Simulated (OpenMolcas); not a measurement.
A run on Co2+ among 5 point charges of -1.69 e arranged as a trigonal bipyramid (D3h), 2.08 Å from the ion, with the axial distance 2.475 Å.

* Program: OpenMolcas 26.06
* Method: SS-CASPT2, IPEA 0.25 Eh, imaginary shift 0.1 Eh (closed shells correlated: 3s 3p)
* Basis: ANO-RCC-VTZP [6s5p3d2f1g]
* Scalar Hamiltonian: DKH2, point nucleus
* Active space: 7 electrons in 5 orbitals (3d)
* State averaging: 2S+1 = 4 even, 10 roots; 2S+1 = 2 even, 40 roots
* Spin-orbit coupling: state interaction with AMFI integrals over the reference wave functions

First CASPT2 step and the start of its output:

```
&CASPT2
Multistate=10 1 2 3 4 5 6 7 8 9 10
NoMult
Frozen=5
IPEA=0.25
Imaginary=0.1
MaxIter=60
WThr=0.0 0.3 0.05
PrWF=0.5
NoMix
```

```
--- CASPT2 ---
Orbital specifications:
      -----------------------

      Symmetry species                           1
                                                 a
      Frozen orbitals                            5
      Inactive orbitals                          4
      Active orbitals                            5
      Secondary orbitals                        45
      Deleted orbitals                           0
      Number of basis functions                 59
Type of calculation                        SS-CASPT2
      Fock operator                              state-specific
      IPEA shift                                 0.25
      Real shift                                 0.00
      Imaginary shift                            0.10
      The input orbitals will be transformed to quasi-canonical
Reference energy:       -1395.0824371595
      E2 (Non-variational):      -0.5141732080
      Shift correction:          -0.0159643362
      E2 (Variational):          -0.5301375441
      Total energy:           -1395.6125747036
      Residual norm:              0.0000004237
      Reference weight:           0.85796
      Contributions to the CASPT2 correlation energy
      Active & Virtual Only:         -0.2115582621
      One Inactive Excited:          -0.2144114832
      Two Inactive Excited:          -0.0882034628
Reference energy:       -1395.0667022050
      E2 (Non-variational):      -0.5099589561
      Shift correction:          -0.0081969713
      E2 (Variational):          -0.5181559274
      Total energy:           -1395.5848581324
      Residual norm:              0.0000008320
      Reference weight:           0.88485
      Contributions to the CASPT2 correlation energy
      Active & Virtual Only:         -0.2059300882
...
```

Over all roots the printed reference weights run from 0.08 to 0.90, and roots that are degenerate in the reference spread by up to 11000 cm-1.

Problem. Did the run give usable levels, and if not, why?

Solution. No. The equations converged, but the reference weight falls to 0.08 for at least one root against 0.90 for the best. A drop of that size marks an intruder state, so the energies of such roots and the levels built on them can't be trusted.
